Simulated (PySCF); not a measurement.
A calculated (M06-2X, PySCF 2.14, 6-31G*, the non-relativistic Hamiltonian (point nucleus)) atom or ion has these occupied shells.

```csv
shell,electrons,orbital energy (eV),"rms radius, mean of both spins (bohr)"
1s,2,-9503.9,0.0592
2s,2,-1164.6,0.249
2p,6,-1028.2,0.221
3s,2,-135.21,0.744
3p,6,-91.035,0.783
3d,10,-14.087,0.963
4s,2,-6.803,3.10
```

Q: Name the element and its charge.

A: Zn (zinc, neutral), in [Ar] 3d10 4s2, closed-shell 1S.
